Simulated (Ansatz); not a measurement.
```yaml
crystal:
  periodic: [false, false, false]
  atoms:
    - {symbol: O, position_ang: [0.936661, -0.562318, -0.197899]}
    - {symbol: C, position_ang: [0.550699, -0.799468, 1.174251]}
    - {symbol: O, position_ang: [-0.607854, -0.158405, 1.448494]}
    - {symbol: Al, position_ang: [-1.618689, 0.861570, 0.481171]}
    - {symbol: In, position_ang: [-0.310448, 0.882417, -1.794133]}
    - {symbol: H, position_ang: [1.768574, -1.004761, -0.388492]}
    - {symbol: H, position_ang: [1.360943, -0.433172, 1.820153]}
    - {symbol: H, position_ang: [0.435831, -1.884213, 1.307483]}
    - {symbol: H, position_ang: [-2.881399, 1.366361, 1.300536]}
    - {symbol: H, position_ang: [0.947627, 2.033876, -2.118268]}
    - {symbol: H, position_ang: [-0.581966, -0.301886, -3.033264]}
basis:
  gaussian: {orbitals: def2-mTZVP, fitting: {mean_field: cc-pVTZ-jkfit}}
magnetization: {spin_polarized: false, initial_magnetization: 2}
hamiltonian: {xc: {name: HF}}
output: {forces: true}
```

```sh
$ ansatz run in.yaml --threads 4 --pin off --events-out ev --progress --plain --max-ram 10444MiB
```

**Question.** How does Ansatz answer? (Best estimate.)

**Answer.** The calculation gave: The program refused the input.
```
Functional definition: HF
  name "HF"
  cite "Fock, Z. Phys. 61, 126 (1930) doi:10.1007/BF01340294"
  parent pbe
  exchange = exact_x
  correlation = 0
Error: <dir> the basis set cc-pVTZ-JKFIT has no functions for In
```
